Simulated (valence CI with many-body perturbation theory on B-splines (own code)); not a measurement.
**Ca⁶⁺: key properties**

Method: valence CI with perturbative core correlation (CI+MBPT): four valence electrons over a frozen Dirac-Fock core [Ne], a basis of 11 s, 11 p, 9 d, 7 f, 5 g, 2 h, 1 i functions for each j, with the one-electron correlation potential Σ1 (screened to all orders), the two-electron term Σ2, the three-electron term Σ3, Breit, model QED; selected single and double excitations, second order for the rest, scaled by the run's own slope (own B-spline code, finite nucleus).

Set against measurement, 17 paired levels are off by 86 cm⁻¹ on average, the worst by 312. These come from a selection out of Sugar and Corliss, J. Phys. Chem. Ref. Data 8, 865 (1979). Levels without a partner in it may be off by more.

Rates and lifetimes use the calculated energies. Strong lines usually hold to 10 to 20 %, long lifetimes can be off by a factor of two.

Q: What is the ground level?

A: 3s2 3p2 3P_0, composition 95 % 3s2 3p2 3P.

Q: How is the term 3P of the ground level split?

A: J = 0 at 0, J = 1 at 1627, J = 2 at 4079 cm⁻¹.

Q: Among levels below 477030 cm⁻¹, which E1 lines absorb most strongly from the ground level?

A: to 3s2 3p 3d 3D°_1 at 33.88 nm, f = 0.846; to 3s2 3p 3d 3P°_1 at 34.70 nm, f = 0.689; to 3s 3p3 3S°_1 at 40.72 nm, f = 0.246.

Q: Where does the other parity begin?

A: At 3s 3p3 5S°_2, 114410 cm⁻¹.

Q: Name the longest-lived excited levels whose lifetime is computed, and their main decay.

A: 3s2 3p2 3P_1 at 1627 cm⁻¹ lives 12.9 s, mostly by M1 to 3s2 3p2 3P_0; 3s2 3p2 3P_2 at 4079 cm⁻¹ lives 5.06 s, mostly by M1 to 3s2 3p2 3P_1; 3s2 3p2 1D_2 at 21953 cm⁻¹ lives 259 ms, mostly by M1 to 3s2 3p2 3P_2.

Q: What is the ionisation energy?

A: 127.31 eV; NIST lists 127.21 ± 0.25 eV (semi-empirical).

Q: How well does LS coupling describe the low levels?

A: Among the lowest 20 levels the leading LS term, summed over configurations, holds 97 % on average. For single configurations the figures are 87 % in LS and 61 % in jj coupling. Terms mix most in the J = 2 level at 286280 cm⁻¹, where the leading one holds 75 %.
